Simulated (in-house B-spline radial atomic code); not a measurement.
The numbers below are computed, except where a source is named.
# As in electron gases of falling density

A nucleus sits in a uniform electron gas with a rigid positive background. The Kohn-Sham equations are solved self-consistently in the spin-unpolarised LDA (PW92), non-relativistic, on B-splines with outgoing waves at the boundary and partial waves to l = 8. The model has no lattice, no bands and no magnetic solution. Atomic units; δ_l are the phase shifts at the Fermi level, counted so that each bound state adds π, and good to about 0.0005.

```csv
r_s (bohr),k_F,δ0/π,δ1/π,δ2/π,shallowest bound level (hartree),σ_tr (bohr²),Q (a.u.)
1.5,1.2794,3.124,2.331,1.167,s -0.119,9.86,0.892
1.65,1.1631,3.181,2.372,1.158,s -0.137,14.10,0.872
1.8,1.0662,3.233,2.408,1.146,s -0.153,19.27,0.841
2,0.9596,3.293,2.451,1.127,s -0.171,27.18,0.778
2.07,0.9271,3.312,2.464,1.120,s -0.176,30.10,0.751
2.2,0.8723,3.345,2.487,1.108,s -0.185,35.58,0.696
2.4,0.7996,3.390,2.518,1.089,s -0.197,43.79,0.605
2.67,0.7188,3.441,2.553,1.066,s -0.208,53.83,0.485
3,0.6397,3.489,2.586,1.042,s -0.217,64.25,0.363
3.3,0.5816,3.522,2.609,1.025,s -0.222,72.49,0.280
3.6,0.5331,3.547,2.626,1.012,s -0.227,80.35,0.219
4,0.4798,3.569,2.642,0.999,s -0.232,91.39,0.164
```

Q = n k_F σ_tr, with n = 3/(4π r_s³).

(1) How does the screening charge move between partial waves as the gas thins?

(2) What end-to-end powers of r_s do the first and last rows give for σ_tr and Q?

Results:

(1) By (2/π)(2l + 1) δ_l, at r_s = 1.5 it is s 6.25, p 13.99, d 11.67, f and beyond 1.10, and at r_s = 4 s 7.14, p 15.85, d 9.99, f and beyond 0.03. The free atom is [Ar] 3d10 4s2 4p3.

(2) σ_tr goes as r_s^+2.27 and Q as r_s^-1.73. Since n k_F/k_F² goes as r_s⁻², Q = 4π n Σ/k_F would fall as r_s⁻² at fixed phase shifts; the sum Σ (l + 1) sin²(δ_l − δ_(l+1)) is 1.284 in the first row and 1.674 in the last, and ranges from 1.28 to 2.23 between them, so these powers are no law.
